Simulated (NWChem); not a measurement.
Molecule: BAsH4O2; SMILES OB(O)[AsH2]

```xyz
8

B     -0.0077     1.0255     0.0053
As    -0.0105    -1.0334    -0.0483
H     -0.9160    -1.1629     1.1665
H      1.2635    -1.1834     0.7800
O     -1.2140     1.6373    -0.0206
H     -1.1234     2.5987    -0.0470
O      1.1173     1.7919    -0.0238
H      1.9350     1.2895     0.0222
```
Atoms are numbered in this order, from 1.

Structure relaxed at the PBE0/def2-SVP level.

List the 6 lowest vertical singlet excitations from PBE/def2-SVP, full TDDFT (NWChem).


```tsv
state	energy (eV)	oscillator strength	leading excitation (squared amplitude)
S1	5.99	0.016	HOMO → LUMO (0.91)
S2	6.42	0.026	HOMO → LUMO+1 (0.92)
S3	6.75	0.082	HOMO → LUMO+2 (0.85)
S4	7.22	0.071	HOMO → LUMO+3 (0.84)
S5	7.50	0.035	HOMO−1 → LUMO (0.79)
S6	7.62	0.004	HOMO−2 → LUMO (0.76)
```
